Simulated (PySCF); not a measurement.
osmium atom (Os), quintet (core potentials on Os). Base run: CAMB3LYP/def2-SVP in PySCF.

The PySCF input:
```python
from pyscf import gto, scf, dft

mol = gto.M(
    atom='''
Os    0.00000000    0.00000000    0.00000000
''',
    basis='def2-svp',
    ecp={'Os': 'def2-svp'},
    spin=4,
    verbose=3,
)

mf = dft.UKS(mol)
mf.xc = 'camb3lyp'
mf.kernel()
```

Each row names what was changed in the base input (with any setting that the change needs).

```tsv
change	E (Eh)	HOMO (eV)	<S^2>	core-seconds (rough)	outcome
base	-90.47930	-6.19	6.001	6	converged
functional = revpbe	-90.63108	-4.74	6.008	5	converged
functional = b97m_v	-	-	-	-	not converged
functional = hse06	-90.54170	-5.52	6.010	6	converged
functional = r2scan	-	-	-	-	not converged
functional = wb97x	-	-	-	-	not converged
functional = pbe; dispersion = d4	-90.58613	-4.87	6.008	4	converged
functional = b3lyp	-90.58859	-5.87	6.008	3	converged
functional = lc_wpbe	-90.54348	-7.39	6.001	5	converged
functional = m06l	-90.61095	-4.69	6.014	5	converged
functional = tpss	-90.53874	-5.08	6.010	7	converged
functional = pbe; dispersion = d3bjm	-90.58613	-4.87	6.008	4	converged
functional = blyp; dispersion = d4	-90.54258	-4.85	6.007	4	converged
```

Total energies compare only within one method and basis.

Open shells are given as the SCF converged; they aren't shown to be the lowest states, and a large step between rows can be another state.
